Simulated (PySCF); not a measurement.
CH5GaN, charge +1, singlet, at a GFN2-xTB geometry (such geometries of metal compounds can be far from the true shape). Base run: PBE/STO-3G in PySCF.

Geometry (Å):
```xyz
8

Ga    -0.0208    -0.0414     0.0187
C     -0.3297     1.5903    -1.1837
H     -1.1837     2.1426    -0.7805
H     -0.5333     1.2238    -2.1943
H      0.5853     2.1904    -1.1529
N      0.4564    -1.4216     1.1247
H      0.5490    -2.3625     0.7354
H      0.0102    -1.5022     2.0412
```
Charge +1, spin multiplicity 1.
All else is at PySCF's defaults.

The base run was repeated with changes; each row names its change, and settings that it needs were set with it.

```json
[
 {"change": "base", "E (Eh)": "-1996.24494", "HOMO (eV)": "-7.89", "HOMO-LUMO gap (eV)": "0.18", "core-seconds (rough)": "4"},
 {"change": "functional = pw6b95", "E (Eh)": "-1997.77872", "HOMO (eV)": "-11.75", "HOMO-LUMO gap (eV)": "5.05", "core-seconds (rough)": "5"},
 {"change": "functional = hf", "E (Eh)": "-1994.77551", "HOMO (eV)": "-15.05", "HOMO-LUMO gap (eV)": "12.73", "core-seconds (rough)": "0.5"},
 {"change": "functional = hse06", "E (Eh)": "-1996.40532", "HOMO (eV)": "-10.73", "HOMO-LUMO gap (eV)": "3.70", "core-seconds (rough)": "10"},
 {"change": "functional = bhandhlyp", "E (Eh)": "-1996.68026", "HOMO (eV)": "-13.15", "HOMO-LUMO gap (eV)": "7.70", "core-seconds (rough)": "3"},
 {"change": "functional = pbe; dispersion = d3zero", "E (Eh)": "-1996.24563", "HOMO (eV)": "-7.89", "HOMO-LUMO gap (eV)": "0.18", "core-seconds (rough)": "4"},
 {"change": "functional = m062x", "E (Eh)": "-1996.62906", "HOMO (eV)": "-13.37", "HOMO-LUMO gap (eV)": "7.52", "core-seconds (rough)": "6"},
 {"change": "functional = lda,vwn", "E (Eh)": "-1992.64962", "HOMO (eV)": "-7.82", "HOMO-LUMO gap (eV)": "0.05", "core-seconds (rough)": "3"},
 {"change": "functional = camb3lyp", "E (Eh)": "-1996.68391", "HOMO (eV)": "-12.61", "HOMO-LUMO gap (eV)": "7.12", "core-seconds (rough)": "9"},
 {"change": "functional = b3lyp5", "E (Eh)": "-1996.51012", "HOMO (eV)": "-10.56", "HOMO-LUMO gap (eV)": "3.76", "core-seconds (rough)": "5"},
 {"change": "functional = bp86", "E (Eh)": "-1996.90007", "HOMO (eV)": "-8.01", "HOMO-LUMO gap (eV)": "0.25", "core-seconds (rough)": "4"},
 {"change": "functional = wb97m_v", "E (Eh)": "-1996.76561", "HOMO (eV)": "-13.73", "HOMO-LUMO gap (eV)": "9.19", "core-seconds (rough)": "200"},
 {"change": "functional = b97m_v", "E (Eh)": "-1996.54594", "HOMO (eV)": "-8.49", "HOMO-LUMO gap (eV)": "1.26", "core-seconds (rough)": "200"}
]
```

Absolute energies of different levels of theory aren't comparable as measures of quality.
